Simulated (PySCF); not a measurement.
The scaffold allyl-X carries different groups X. Gas-phase values, no solvent. One relaxed conformer stands for each flexible species; it need not be the lowest. Strings in code marks are SMILES.

Level of theory: B3LYP-D3(BJ)/def2-TZVP (PySCF). All candidates: neutral, multiplicity 1. B3LYP has the VWN-RPA correlation part, as in Gaussian. Excitations are Tamm–Dancoff values on a coarser integration grid. The basis has no diffuse functions, so Rydberg states are missing or too high.

| Item | Result |
|---|---|
| HOMO | -7.13 eV |
| HOMO–LUMO gap | 7.24 eV |
| brightest of the four lowest singlets (TDA) | 7.67 eV |

### Question
Which member has these values?
A. `C=CCO[SiH3]` (C–C–C–O torsion 0°, C–C–O–Si torsion -180°)
B. `C=C[CH2][GeH3]` (C–C–C–Ge torsion 106°)
C. `[C-]#[N+]CC=C`
D. `C=CCCC` (C–C–C–C torsion -120°, C–C–C–C torsion 65°)

### Answer
D, `C=CCCC` (C–C–C–C torsion -120°, C–C–C–C torsion 65°). The others give `C=CCO[SiH3]` (C–C–C–O torsion 0°, C–C–O–Si torsion -180°): -7.24 eV, 7.26 eV, 7.25 eV; `C=C[CH2][GeH3]` (C–C–C–Ge torsion 106°): -6.88 eV, 6.75 eV, 6.88 eV; `[C-]#[N+]CC=C`: -8.04 eV, 7.36 eV, 7.45 eV
